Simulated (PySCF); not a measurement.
**Two-component Hartree-Fock for Si⁷⁺ (silicon, charge +7)**

Start: [He] 2s2 2p3; 2p1/2 filled at m_j = -1/2, +1/2; 2p3/2 filled at m_j = +3/2. Calculated with PySCF 2.14 in an even-tempered Gaussian basis (18 s from 0.78 bohr⁻², ratio 2.4; 11 p from 1 bohr⁻², ratio 2.4; 5 d from 5.3 bohr⁻², ratio 2.6; 5 f from 8 bohr⁻², ratio 2.6): generalised Hartree-Fock with the X2C-1e Hamiltonian and a Gaussian nucleus; one run each with spin-orbit coupling (SO) switched off, then screened by Boettger's factors.

```
spinor shell  electrons  ε, spin-free (eV)  ε, screened SO (eV)  weight of nominal j (screened SO)  rms radius, screened SO (bohr)
       1s1/2          2            -2096.2              -2096.2                              1.000                           0.128
       2s1/2          2            -335.74              -335.73                              1.000                           0.562
       2p1/2          2            -305.62              -305.77                              0.523                           0.510
       2p3/2          1            -305.62              -305.32                              1.000                           0.511
```

| quantity | spin-free | screened SO |
| --- | --- | --- |
| E (hartree) | -263.22805 | -263.22889 |
| M_J | 3/2 | 3/2 |
| ⟨J²⟩ | 3.751 | 3.751 |
| ⟨L²⟩ | 0.000 | 0.002 |
| ⟨S²⟩ | 3.751 | 3.748 |

Each row is a mean over spinors that exchange with the open shell spreads, by up to 29.990 eV (2s1/2).

Rows whose weight is well below 1 are mixtures of j = l ± 1/2: exchange outweighs spin-orbit coupling there, and the label is only the starting occupation.

Without spin-orbit coupling the j labels of p, d and f shells carry no meaning; the spin-free column gives the mean over the occupied spinors of each nl shell.
